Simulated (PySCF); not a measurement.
**KSr: frontier orbitals**

ωB97X at R = 4.513 Å; K def2-SVPD, Sr def2-SVPD with ECP28; scalar-relativistic core potentials (PySCF 2.14). State: ²Σ⁺ (doublet), unpaired electrons σ ↑. Only the outer orbitals are listed, counted within each symmetry, core potentials removing the inner ones.

```json
{"spin": "α", "orbital": "2π", "occ.": "1", "ε (eV)": "-27.53", "on K (%)": "0", "main shells (%)": "100 Sr p"}
{"spin": "α", "orbital": "2π", "occ.": "1", "ε (eV)": "-27.53", "on K (%)": "0", "main shells (%)": "100 Sr p"}
{"spin": "α", "orbital": "6σ", "occ.": "1", "ε (eV)": "-27.49", "on K (%)": "0", "main shells (%)": "100 Sr p"}
{"spin": "α", "orbital": "3π", "occ.": "1", "ε (eV)": "-23.73", "on K (%)": "100", "main shells (%)": "100 K p"}
{"spin": "α", "orbital": "3π", "occ.": "1", "ε (eV)": "-23.73", "on K (%)": "100", "main shells (%)": "100 K p"}
{"spin": "α", "orbital": "7σ", "occ.": "1", "ε (eV)": "-23.70", "on K (%)": "100", "main shells (%)": "100 K p"}
{"spin": "α", "orbital": "8σ", "occ.": "1", "ε (eV)": "-5.82", "on K (%)": "20", "main shells (%)": "81 Sr s, 16 K s"}
{"spin": "α", "orbital": "9σ", "occ.": "1", "ε (eV)": "-3.82", "on K (%)": "65", "main shells (%)": "64 K s, 18 Sr p, 14 Sr s"}
{"spin": "α", "orbital": "10σ", "occ.": "0", "ε (eV)": "0.10", "on K (%)": "68", "main shells (%)": "41 K p, 32 Sr p, 27 K s"}
{"spin": "α", "orbital": "4π", "occ.": "0", "ε (eV)": "0.17", "on K (%)": "41", "main shells (%)": "57 Sr p, 41 K p"}
{"spin": "α", "orbital": "4π", "occ.": "0", "ε (eV)": "0.17", "on K (%)": "41", "main shells (%)": "57 Sr p, 41 K p"}
{"spin": "β", "orbital": "2π", "occ.": "1", "ε (eV)": "-27.52", "on K (%)": "0", "main shells (%)": "100 Sr p"}
{"spin": "β", "orbital": "2π", "occ.": "1", "ε (eV)": "-27.52", "on K (%)": "0", "main shells (%)": "100 Sr p"}
{"spin": "β", "orbital": "6σ", "occ.": "1", "ε (eV)": "-27.47", "on K (%)": "0", "main shells (%)": "100 Sr p"}
{"spin": "β", "orbital": "3π", "occ.": "1", "ε (eV)": "-23.72", "on K (%)": "100", "main shells (%)": "100 K p"}
{"spin": "β", "orbital": "3π", "occ.": "1", "ε (eV)": "-23.72", "on K (%)": "100", "main shells (%)": "100 K p"}
{"spin": "β", "orbital": "7σ", "occ.": "1", "ε (eV)": "-23.69", "on K (%)": "100", "main shells (%)": "100 K p"}
{"spin": "β", "orbital": "8σ", "occ.": "1", "ε (eV)": "-5.48", "on K (%)": "12", "main shells (%)": "88 Sr s"}
{"spin": "β", "orbital": "9σ", "occ.": "0", "ε (eV)": "-0.36", "on K (%)": "49", "main shells (%)": "42 Sr p, 42 K s, 9 Sr s"}
{"spin": "β", "orbital": "4π", "occ.": "0", "ε (eV)": "0.18", "on K (%)": "9", "main shells (%)": "90 Sr p"}
{"spin": "β", "orbital": "4π", "occ.": "0", "ε (eV)": "0.18", "on K (%)": "9", "main shells (%)": "90 Sr p"}
```

**Question.** Which are the highest filled and the lowest empty level, where do they sit, and how wide is the gap?

**Answer.** Highest filled α 9σ at -3.82 eV (in %: 64 K s, 18 Sr p, 14 Sr s); lowest empty β 9σ at -0.36 eV (in %: 42 Sr p, 42 K s, 9 Sr s); the gap at ωB97X is 3.46 eV.

```json
{
 "bond order (Mayer)": "0.52",
 "⟨S²⟩": "0.761",
 "charge on K (Mulliken, basis-dependent)": "0.03",
 "charge on K (Löwdin, basis-dependent)": "0.02",
 "dipole moment (positive dipole means K(−)Sr(+))": "-2.50 D"
}
```

Spin–orbit coupling is left out. The state was picked by a PBE0 search and need not be the measured ground state.
